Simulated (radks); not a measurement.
Results of a calculation; reference values are marked as such.
Ho V, configuration [Xe] 4f7 6p2 (not the ground configuration).

Level of theory: scalar-relativistic Kohn-Sham, LDA (Slater exchange, Perdew-Wang correlation), spin-polarised, spherical densities, finite nucleus; open shells are filled with parallel spins first (spin-orbit coupling, left out, can overturn this in heavy ions); Fermi nuclear charge, rms radius 5.2022 fm (a radial shooting solver on a logarithmic mesh with Libxc functionals).

Energy parts (Ry):
total: -25202.5743
kinetic: 27247.1447
electron-nucleus: -61402.2463
Hartree: 9470.6582
exchange-correlation: -518.1308

Orbitals (lengths in bohr, moments of r in powers of bohr; r(max) is where P^2 peaks):
| orbital | occ. | eigenvalue (Ry) | <r^2> | r(max) |
|---|---|---|---|---|
| 1s up | 1 | -4080.572 | 0.0005891 | 0.01313 |
| 1s down | 1 | -4080.569 | 0.0005891 | 0.01313 |
| 2s up | 1 | -687.8985 | 0.009185 | 0.07469 |
| 2s down | 1 | -687.8843 | 0.009184 | 0.07469 |
| 2p up | 3 | -610.4539 | 0.007448 | 0.06063 |
| 2p down | 3 | -610.4422 | 0.007447 | 0.06062 |
| 3s up | 1 | -158.8620 | 0.06058 | 0.2116 |
| 3s down | 1 | -158.5881 | 0.06047 | 0.2115 |
| 3p up | 3 | -135.1894 | 0.06089 | 0.2080 |
| 3p down | 3 | -134.9170 | 0.06075 | 0.2078 |
| 3d up | 5 | -105.0173 | 0.05088 | 0.1697 |
| 3d down | 5 | -104.8042 | 0.05072 | 0.1695 |
| 4s up | 1 | -36.56767 | 0.3002 | 0.4828 |
| 4s down | 1 | -36.02547 | 0.3006 | 0.4827 |
| 4p up | 3 | -28.70269 | 0.3376 | 0.5037 |
| 4p down | 3 | -28.17214 | 0.3385 | 0.5037 |
| 4d up | 5 | -18.06038 | 0.3947 | 0.5189 |
| 4d down | 5 | -17.54558 | 0.3975 | 0.5191 |
| 5s up | 1 | -8.57575 | 1.529 | 1.078 |
| 5s down | 1 | -8.34067 | 1.562 | 1.088 |
| 5p up | 3 | -6.41520 | 1.947 | 1.195 |
| 4f up | 7 | -6.29848 | 0.5675 | 0.5005 |
| 5p down | 3 | -6.22758 | 1.989 | 1.208 |
| 4f down | 0 | -5.81347 | 0.5952 | 0.5029 |
| 6p up | 2 | -2.40201 | 9.285 | 2.753 |
| 6p down | 0 | -2.23815 | 9.612 | 2.772 |

The highest occupied level is 6p up at -32.681 eV. The configuration is held as typed, so some empty levels lie below it. Summed over all electrons, <r^2> = 45.09 bohr^2, which gives a Langevin (diamagnetic) susceptibility term of -35.7 x 10^-6 cm^3/mol. The density falls to 0.001 e/bohr^3 at r = 4.30 bohr.
